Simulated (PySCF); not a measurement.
## Electronic structure of Kr²⁺ (krypton, charge +2) at the UHF level

Configuration: [Ar] 3d10 4s2 4p4, high-spin 3P determinant. Calculation: PySCF 2.14, in aug-cc-pVDZ-PP with ECP10MDF (5s4p3d, 32 functions); scalar relativity through the core potential.

```
Total energy                                                  : -460.842732 hartree
One-electron energy                                           : -785.4705 hartree
Hartree (Coulomb) energy                                      : 355.9882 hartree
Exchange energy                                               : -31.3604 hartree
⟨S²⟩                                                          : 2.0057
⟨L²⟩                                                          : 2.018
Sum of ⟨r⟩                                                    : 19.82 bohr
Sum of ⟨r²⟩                                                   : 25.54 bohr²
Traceless quadrupole moment −½Σ⟨3z² − r²⟩ along its main axis : -1.51 e·bohr²
Time after the integrals                                      : 0.09 s of wall time on 1 thread of Neoverse-V1 (shared host)
```

```
shell  electrons  mean orbital energy (eV)  spread (eV)  rms radius, mean of both spins (bohr)
 3s α          1                   -319.73            0                                  0.567
 3s β          1                   -318.99            0                                  0.567
 3p α          3                   -256.57        0.936                                  0.583
 3p β          3                   -255.74        0.014                                  0.583
 3d α          5                   -127.68        0.870                                  0.604
 3d β          5                   -127.15        0.429                                  0.604
 4s α          1                   -57.513            0                                   1.62
 4s β          1                   -50.649            0                                   1.62
 4p α          3                   -37.880        2.154                                   1.87
 4p β          1                   -34.970            0                                   1.87
```

Energies and moments cover only the electrons outside the core potential.
